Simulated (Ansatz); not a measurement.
The cluster Ag3S⁺, relaxed as a triplet with UKS B3LYP-D4/def2-SVP in Ansatz, starting from the B3LYP-D4/def2-SVP geometry of the charge +1 singlet. Force threshold 0.02 eV/Å.

In the def2 sets Ag takes a core potential; there is no spin–orbit coupling. At B3LYP-D4/def2-SVP a singlet of charge 1 lies 2.05 eV below the triplet, each at its own geometry. The structure comes from a short search, and lower isomers may exist.

Start:

```xyz
4

Ag    1.438    1.207   -0.975
Ag    0.382   -2.075    0.153
Ag   -1.223    0.900    1.474
S    -0.597   -0.032   -0.652
```

(1) Estimate the energy that the relaxation releases and the steps that it takes.

(2) Does the start keep its bonding and symmetry?

(3) Predict the relaxed structure.

## Answers

(1) 60.8 kJ/mol, in 6 steps; 45 s on 4 threads of Intel Xeon on a shared host. No frequencies were taken in this run, so the end may be a saddle point.

(2) By distances, no bond broke or formed. The bond that changes most is Ag3–S4, from 2.40 to 2.49 Å (atoms count from 1). Point group C3v at the start, D3h at the end, both within 0.05 Å.

(3) 
```xyz
4

Ag    1.472    1.421   -1.416
Ag    0.218   -2.478   -0.076
Ag   -1.689    1.057    1.493
S    -0.001    0.000   -0.001
```
Bond lengths (bridged metal pairs left out): 3 × Ag–S 2.49 Å.
